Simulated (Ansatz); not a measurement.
The same redistribution along the group F, Cl, Br.

Calculated with Ansatz (gas phase, PBE0-D4/def2-TZVP geometries, no zero-point term in ΔE). CBS: MP2 limit from def2 TZ/QZ plus the TZ coupled-cluster correction, frozen cores. Functionals use def2-TZVPP. B3LYP here is the variant with VWN-RPA as its local correlation; programs differ in this. For Br, Ga, Ge outer-core shells are correlated without core-valence functions, which leaves a few kJ/mol of doubt a bond. Scalar relativity is left out up to krypton. One conformer a species, not always the lowest.

| reaction | MP2/CBS(def2) (eV) | B3LYP-D4 (eV) | PBE-D4 (eV) | ωB97X-V (eV) | CCSD(T)/CBS(def2) (eV) |
| --- | --- | --- | --- | --- | --- |
| `[OH][Ga]([F])[O][SiH3]` + `[NH2][Ge][SH]` → `[OH][Ga]([F])[SH]` + `[NH2][Ge][O][SiH3]` | -0.25 | -0.27 | -0.27 | -0.29 | -0.26 |
| `[OH][Ga]([Cl])[O][SiH3]` + `[NH2][Ge][SH]` → `[OH][Ga]([SH])[Cl]` + `[NH2][Ge][O][SiH3]` | -0.25 | -0.25 | -0.25 | -0.27 | -0.24 |
| `[OH][Ga]([Br])[O][SiH3]` + `[NH2][Ge][SH]` → `[OH][Ga]([SH])[Br]` + `[NH2][Ge][O][SiH3]` | -0.18 | -0.18 | -0.18 | -0.20 | -0.18 |

Largest T1 diagnostic: 0.014, for `[NH2][Ge][O][SiH3]`.
